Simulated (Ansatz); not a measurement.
Consider the redistribution: `[F][Sb]([F])[Cl]` + `F[SiH]([SiH3])Cl` → `[F][Sb]([SiH3])[Cl]` + `F[SiH](F)Cl`.

Gas-phase electronic energies from Ansatz, PBE0-D4/def2-TZVP geometries. CCSD(T)/CBS adds triple-zeta CCSD(T) − MP2 to the extrapolated MP2 energy (def2 sets, frozen cores). Elements past krypton have def2 core potentials. For Sb outer-core shells are correlated without core-valence functions, which leaves a few kJ/mol of doubt a bond.

```csv
species,CCSD/CBS(def2) energy (Eh)
`[F][Sb]([F])[Cl]`,-899.45039
`F[SiH]([SiH3])Cl`,-1140.21436
`[F][Sb]([SiH3])[Cl]`,-1090.49843
`F[SiH](F)Cl`,-949.20607
```

Task: Work out ΔE.

Result: ΔE = (-1090.49843) + (-949.20607) − (-899.45039) − (-1140.21436) = -0.03975 Eh = -104.4 kJ/mol. CCSD(T)/CBS gives -101.7 kJ/mol.

Largest T1 diagnostic among the species: 0.015.

From PBE to PBE0 (25 % exact exchange), in def2-TZVPP and without D4, ΔE moves by −12.7 kJ/mol. In def2-TZVPP, CCSD(T) changes the Hartree–Fock value by +9.9 kJ/mol (the triples alone add +2.7 kJ/mol) and MP2 by +5.8 kJ/mol. At CCSD(T), def2-SVP lies −4.4 kJ/mol from the extrapolated value and def2-TZVPP −4.9 kJ/mol.
